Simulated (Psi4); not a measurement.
I$_{2}$Pb, singlet, at a GFN2-xTB geometry (such geometries of metal compounds can be far from the true shape) (core potentials on I, Pb), with bond 3-1 at 1.6 times its length. Base run: TPSS/def2-SV(P) run with Psi4 1.11.

Here is a job for Psi4.
```
memory 2 GB

molecule {
0 1
Pb   -0.00852880   -0.00721361    0.96279553
I     1.06067820   -1.86389256   -0.74947342
I    -1.67085504    3.00441335   -1.76189293
}

set {
  basis def2-sv(p)
}

energy('tpss')
print_variables()
```

The base run was repeated with changes; each row names its change, and settings that it needs were set with it.

```
change                                        ΔE vs base (µEh)  SCF cycles  grid points  basis functions                outcome
--------------------------------------------  ----------------  ----------  -----------  ---------------  ---------------------
base                                                       0.0          25        61860               78              converged
cholesky_tolerance = 1e-6 (with scf_type cd)              34.3          25        61860               78              converged
dft_nuclear_scheme = becke                                37.5          25        61858               78              converged
dft_radial_points = 99                                     133          25        80455               78              converged
guess = gwh                                                0.0          20        61860               78              converged
df_basis_scf = cc-pvtz-jkfit                                 -           -            -               78          input refused
scf_type = disk_df                                         0.0          25        61860               78              converged
damping_percentage = 50                                      -           -            -               78  stopped with an error
guess = modhuckel                                          0.0          26        61860               78              converged
dft_nuclear_scheme = stratmann                            -107          25        58908               78              converged
dft_radial_scheme = multiexp                               136          25        67248               78              converged
dft_spherical_points = 194                                -470          25        39775               78              converged
scf_type = out_of_core                                    37.8          25        61860               78              converged
```

- df_basis_scf = cc-pvtz-jkfit: ended with `psi4.driver.qcdb.exceptions.BasisSetNotFound: BasisSet::construct: Unable to find a basis set for atom 1 for key JKFIT among:`
- damping_percentage = 50: ended with `Exception: ADIIS minimization failed. File a bug, and include your entire input and output files.`
